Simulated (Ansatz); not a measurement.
`CCCCCCCCCC[S][Cu]`. Total charge 0; triplet. Geometry r2SCAN-D4/def2-SVP, that of the neutral singlet.

```xyz
33

C    -0.458   -3.502    4.495
C    -0.119   -3.122    3.058
C    -0.220   -1.623    2.789
C     0.115   -1.235    1.351
C    -0.003    0.261    1.074
C     0.337    0.645   -0.364
C     0.176    2.137   -0.647
C     0.620    2.571   -2.045
C    -0.178    1.934   -3.182
C     0.232    2.428   -4.565
S    -0.776    1.746   -5.942
Cu   -0.888   -0.249   -5.271
H    -0.379   -4.588    4.660
H     0.221   -3.006    5.208
H    -1.486   -3.198    4.755
H     0.903   -3.466    2.812
H    -0.791   -3.660    2.362
H    -1.243   -1.275    3.033
H     0.452   -1.080    3.481
H     1.141   -1.573    1.111
H    -0.551   -1.787    0.660
H     0.658    0.816    1.767
H    -1.031    0.597    1.308
H    -0.304    0.060   -1.049
H     1.377    0.339   -0.589
H     0.753    2.706    0.105
H    -0.882    2.423   -0.495
H     1.694    2.340   -2.177
H     0.535    3.670   -2.125
H    -0.052    0.830   -3.168
H    -1.259    2.114   -3.042
H     0.105    3.524   -4.622
H     1.301    2.221   -4.744
```

At PBE0-D4/def2-SVP a singlet of charge 0 lies 1.89 eV below the triplet at the same geometry.

Question: Estimate the α-spin orbital energies around the gap (eV) in Ansatz with PBE-D4/def2-SVP, PBE0-D4/def2-SVP.

Answer: 
| orbital | PBE-D4/def2-SVP | PBE0-D4/def2-SVP |
| --- | --- | --- |
| HOMO−5 | -6.61 | -8.95 |
| HOMO−4 | -6.54 | -8.89 |
| HOMO−3 | -6.53 | -8.67 |
| HOMO−2 | -6.38 | -7.93 |
| HOMO−1 | -6.10 | -7.85 |
| HOMO | -3.22 | -4.05 |
| LUMO | -0.50 | 0.42 |
| LUMO+1 | 0.59 | 1.38 |
| LUMO+2 | 0.89 | 1.73 |
| LUMO+3 | 1.07 | 1.92 |
| LUMO+4 | 1.12 | 2.03 |
| LUMO+5 | 1.23 | 2.04 |
| β HOMO | -5.70 | -7.41 |
| β LUMO | -5.22 | -4.22 |
